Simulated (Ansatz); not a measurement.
CH4Be (SMILES [BeH][CH3]) moved off its minimum; all values from Ansatz (a quantum-chemistry and plane-wave program), cores frozen in correlated methods.
(charge 0, multiplicity 1)
```xyz
6

Be    -0.98694    -0.45833    -0.13106
H     -2.09158    -1.15933    -0.26611
C      0.53894     0.42348     0.02523
H      0.91026    -0.01115     1.07799
H      0.40688     1.39009     0.08366
H      1.25182     0.11500    -0.68975
```

```tsv
level	largest force (eV/Å)	on atom	rms difference from CCSD(T)/aug-cc-pVTZ (eV/Å)	dipole (D)
HF/def2-TZVPP	7.33	C3	0.127	0.27
PBE/def2-TZVPP	7.27	C3	0.102	0.41
r2SCAN/def2-TZVPP	7.27	C3	0.070	0.38
B3LYP/def2-TZVPP	7.21	C3	0.055	0.34
wB97M-V/def2-TZVPP	7.26	C3	0.063	0.33
MP2/aug-cc-pVTZ	7.29	C3	0.066	0.26
CCSD(T)/aug-cc-pVTZ	7.23	C3	0.000	0.26
```

The differences count from one level among others, with limits of its own. Forces at CCSD(T)/aug-cc-pVTZ (eV/Å):

```json
[
 {"atom": "Be1", "Fx": "1.221", "Fy": "0.680", "Fz": "-0.104"},
 {"atom": "H2", "Fx": "-0.299", "Fy": "-0.164", "Fz": "0.031"},
 {"atom": "C3", "Fx": "-0.957", "Fy": "-6.685", "Fz": "2.593"},
 {"atom": "H4", "Fx": "-0.530", "Fy": "1.089", "Fz": "-1.957"},
 {"atom": "H5", "Fx": "-0.362", "Fy": "5.242", "Fz": "0.347"},
 {"atom": "H6", "Fx": "0.927", "Fy": "-0.161", "Fz": "-0.910"}
]
```
